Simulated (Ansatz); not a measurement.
C2H4SSi (`S[SiH]1C=C1`). Charge 0, multiplicity 1.

```xyz
8

S    -1.526    1.553   -0.678
Si    0.089    0.178   -0.473
C    -0.011   -1.239    0.622
C     0.756   -0.265    1.132
H    -1.161    1.919   -1.918
H     0.892    0.198   -1.716
H    -0.338   -2.212    0.971
H     1.299   -0.132    2.061
```

Task: List the harmonic frequencies (cm⁻¹, unscaled) at PBE0-D4/def2-TZVP in Ansatz. (Estimate.)

Result: The calculation gave: 77, 204, 246, 492, 615, 658, 729, 748, 821, 855, 939, 1001, 1155, 1529, 2244, 2719, 3186, 3207.

Task: Is this a minimum?

Result: Yes, all 18 modes are real.

Task: Give the ideal-gas thermochemistry at 298.15 K and 1 bar (rigid rotor, harmonic oscillator; point group Cs, symmetry number 1).

Result: Zero-point energy 128.2 kJ/mol; H(298) − E = 145.4 kJ/mol; entropy 315.6 J/(mol·K), of which translation 164.7, rotation 107.1, vibration 43.7; G(298) − E = 51.3 kJ/mol. Modes under 100 cm⁻¹ are hindered rotations or soft bends, so the harmonic entropy is rough.

Task: Rotational constants (cm⁻¹)?

Result: 0.4818, 0.08781, 0.08552.
